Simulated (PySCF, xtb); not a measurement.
Ga(Cl)2(NH3) (Cl2GaH3N), SMILES [NH3]->[Ga]([Cl])[Cl] (connectivity only; charge and spin as stated), neutral, multiplicity 2.

Harmonic wavenumbers (cm⁻¹) from xtb with GFN2-xTB at its own minimum, in rising order: 38, 68, 74, 89, 195, 279, 288, 330, 345, 1178, 1500, 1506, 3370, 3403, 3418.

Task: What does PBE-D3(BJ)/def2-SVP (PySCF) give at its own minimum? (An estimate is asked for; the answer gives what the named calculation found.)

Result: 105, 110, 123, 136, 314, 338, 365, 558, 561, 1094, 1548, 1568, 3358, 3492, 3516. Paired by order, the mean absolute difference is 86 cm⁻¹ and the zero-point energies are 23.0 and 24.6 kcal/mol.
